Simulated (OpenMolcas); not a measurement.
**Ionisation energies of potassium**

```
Program             : OpenMolcas
Basis               : ANO-RCC-VQZP [7s6p3d2f1g]
Scalar Hamiltonian  : DKH2, point nucleus
Spin-orbit coupling : RASSI with atomic mean-field integrals over the reference wave functions, term energies averaged over their components
```

Active shells in each charge state: the valence s, p, d shells, with orbitals averaged over the low states. Where CASPT2's correlated closed shells are named, they are those of the first ion.

A. CASSCF
B. SS-CASPT2, IPEA 0.25 Eh, imaginary shift 0.1 Eh (closed shells correlated: 3s 3p)
C. SS-CASPT2, IPEA 0.25 Eh, imaginary shift 0.1 Eh (closed shells correlated: 2s 2p 3s 3p)
D. SS-CASPT2, IPEA 0 Eh, imaginary shift 0.1 Eh (closed shells correlated: 3s 3p)
E. SS-CASPT2, IPEA 0.25 Eh, imaginary shift 0.1 Eh (closed shells correlated: none)

Energies in eV between the lowest computed levels, named as in B; reference values from the NIST Atomic Spectra Database with their kind.

| From | To | A | B | C | D | E | Spin-orbit share in B | Reference |
| --- | --- | --- | --- | --- | --- | --- | --- | --- |
| K 4s 2S 1/2 | K+ 3p6 1S0 | 4.020 | 4.284 | 4.284 | 4.305 | 4.020 | +0.000 | 4.341 (measured) |

Error against the reference values, in %:

```
From  Reference     A     B     C     D     E
   K   measured  -7.4  -1.3  -1.3  -0.8  -7.4
```

Absolute error against the one measured value: A 0.32 eV, B 0.06 eV, C 0.06 eV, D 0.04 eV, E 0.32 eV. D lies closest.

The lowest level within the active space need not be the ion's true ground level.
